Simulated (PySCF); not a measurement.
Calculation: PBE-D3(BJ)/def2-TZVP // PBE0-D3(BJ)/def2-TZVP in PySCF 2.14.0. Isolated molecules, 0 K electronic values unless said otherwise. One relaxed conformer stands for a flexible species; it need not be the lowest. 

Reference species (SMILES): `C[SiH2][SiH2]C` (C–Si–Si–C torsion 180°) (neutral, multiplicity 1).

| Item | Value |
|---|---|
| HOMO | -6.57 eV |
| HOMO–LUMO gap | 5.84 eV |

Changed species: `C[SiH2]C[SiH3]` (C–Si–C–Si torsion 61°).

### Question
Give the shifts of the HOMO and HOMO–LUMO gap.

### Answer
the HOMO drops by 0.75 eV, to -7.32 eV; the HOMO–LUMO gap rises by 1.22 eV, to 7.06 eV.
